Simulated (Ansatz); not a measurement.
Cost and result up the ladder for Cd7Te7H20 (34 atoms). Total charge 0; singlet. Geometry: r2SCAN-D4/def2-SVP.

```
atom   x (Å)   y (Å)   z (Å)
 Cd1  -1.760  -3.746  -1.390
 Cd2   0.862   3.936  -0.930
 Cd3   2.293  -2.232  -1.764
 Cd4  -3.515  -1.122  -1.642
 Cd5  -3.331  -0.870   1.877
 Cd6   0.549  -0.601   3.039
 Cd7   2.003  -3.405   1.111
 Te8  -1.759   2.544  -1.178
 Te9  -0.411  -0.896  -2.009
Te10  -0.909  -2.823   1.484
Te11   2.605   1.926  -2.276
Te12   1.620   3.381   1.888
Te13   2.434  -0.258   0.738
Te14  -1.413   1.424   2.370
 H15  -0.729  -4.967  -1.909
 H16  -3.387  -3.003  -1.246
 H17   0.945   5.548  -1.469
 H18   3.318  -1.770  -3.021
 H19  -4.283  -0.422  -2.979
 H20  -3.354  -0.500   0.105
 H21  -4.232  -1.378   3.209
 H22   1.159  -0.993   4.571
 H23   1.851  -3.659  -0.712
 H24   2.851  -3.973   2.449
 H25  -1.760   2.834  -2.827
 H26  -2.479   4.044  -0.930
 H27  -0.453  -1.098  -3.662
 H28  -1.223  -3.954   2.665
 H29   2.764   3.015  -3.553
 H30   3.960   2.611  -1.577
 H31   2.953   4.396   1.645
 H32   0.754   4.728   2.383
 H33   3.862  -0.449   1.579
 H34  -1.785   1.733   3.964
```

Ansatz on 2 threads of AMD EPYC 7R13 on a shared host and a share (18 GiB) of an NVIDIA H100 80GB HBM3. Times are rough, and most runs start from the orbitals of an earlier one. PBE0-D4/def2-TZVP serves as the yardstick here, not as an exact answer. Differences are given only for rows in sets of like size (and for xTB, whose basis is part of the method), since another set adds its own error. Binding counts from free atoms at the same level (Cd singlet, Te triplet, H doublet; other spins of the atoms weren't run), without zero-point energy or a counterpoise term.

In the def2 sets Cd, Te take a core potential; there is no spin–orbit coupling. Correlated methods freeze 28 core orbitals; core or outer-core shells of Cd, Te are correlated, in sets that lack core-valence functions. The rows differ in basis, and correlated rows in double-zeta sets carry the largest basis error. Single mean-field runs in def2-SVP, def2-TZVP are fitted with def2-universal-jkfit.

Correlated methods converge slowly with the basis, most of all in double-zeta sets.

```
                             level  functions  wall time
                   PBE-D4/def2-SVP        499      3.8 s
                  PBE0-D4/def2-SVP        499      3.9 s
                      HF/def2-TZVP        750      4.1 s
                  PBE-D4/def2-TZVP        750      4.5 s
               r2SCAN-D4/def2-TZVP        750      6.5 s
                BHLYP-D4/def2-TZVP        750        8 s
                      MP2/def2-SVP        499      8.5 s
   PBE0-D4/def2-TZVP (with forces)        750        9 s
r2SCANh-D4/def2-TZVP (with forces)        750       14 s
```

Estimate what each level gives for the binding energy per atom (eV).


```json
{"level": "PBE-D4/def2-SVP", "binding energy per atom (eV)": "1.82", "difference from PBE0-D4/def2-TZVP (eV)": "–"}
{"level": "PBE0-D4/def2-SVP", "binding energy per atom (eV)": "1.81", "difference from PBE0-D4/def2-TZVP (eV)": "–"}
{"level": "HF/def2-TZVP", "binding energy per atom (eV)": "1.13", "difference from PBE0-D4/def2-TZVP (eV)": "-0.69"}
{"level": "PBE-D4/def2-TZVP", "binding energy per atom (eV)": "1.82", "difference from PBE0-D4/def2-TZVP (eV)": "0.01"}
{"level": "r2SCAN-D4/def2-TZVP", "binding energy per atom (eV)": "1.84", "difference from PBE0-D4/def2-TZVP (eV)": "0.02"}
{"level": "BHLYP-D4/def2-TZVP", "binding energy per atom (eV)": "1.81", "difference from PBE0-D4/def2-TZVP (eV)": "-0.01"}
{"level": "MP2/def2-SVP", "binding energy per atom (eV)": "1.64", "difference from PBE0-D4/def2-TZVP (eV)": "–"}
{"level": "PBE0-D4/def2-TZVP (with forces)", "binding energy per atom (eV)": "1.81", "difference from PBE0-D4/def2-TZVP (eV)": "0.00"}
{"level": "r2SCANh-D4/def2-TZVP (with forces)", "binding energy per atom (eV)": "1.83", "difference from PBE0-D4/def2-TZVP (eV)": "0.02"}
```
